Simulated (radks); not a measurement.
Task: Radial electron density D(r) = 4 pi r^2 rho(r) of an atom or ion with 28.25 electrons. Method: non-relativistic Kohn-Sham, SCAN, spin-polarised, spherical densities, point nucleus; meta-GGA in the generalised Kohn-Sham scheme; computed with a radial shooting solver on a logarithmic mesh with Libxc functionals.

r (bohr)  D(r) (e/bohr)  spin D(r)
0.001986         0.7345  0.0000670
0.002607          1.221   0.000111
0.003422          2.006   0.000183
0.004491          3.248   0.000295
0.005895          5.160   0.000467
0.007738          7.990   0.000719
0.01016           11.97    0.00107
0.01333           17.17    0.00150
0.0175            23.29    0.00196
0.02297           29.37    0.00230
0.03015           33.81    0.00228
0.03957           34.91    0.00170
0.05194           32.35   0.000631
0.06818           28.64  -0.000160
0.08949           28.38   0.000587
0.1175            33.66    0.00309
0.1542            39.52    0.00398
0.2024            37.30   -0.00236
0.2656            26.52    -0.0155
0.3487            18.20    -0.0248
0.4577            19.46    -0.0243
0.6007            22.66    -0.0259
0.7885            18.99    -0.0306
1.035             11.11    -0.0107
1.359             5.066     0.0498
1.783             2.076      0.109
2.341            0.8203      0.122
3.072            0.2863     0.0841
4.033           0.07547     0.0348
5.293           0.01267    0.00783
6.948          0.001124   0.000839

What is the nuclear charge?

Result: Z = 29. The innermost maximum, from 1s, lies near 1/Z = 0.0345 bohr (found: 0.0374), and its height grows with Z. The density is that of the copper ion Cu0.75+ in [Ar] 3d10 4s(up 0.25, down 0); the configuration itself is not fixed sharply by these data, and Z only to about a unit. D(r) has 3 maxima, at r = 0.0374, 0.167, 0.606 bohr, and minima at 0.0794, 0.381 bohr, inside which lie 2.10, 10.88 electrons.
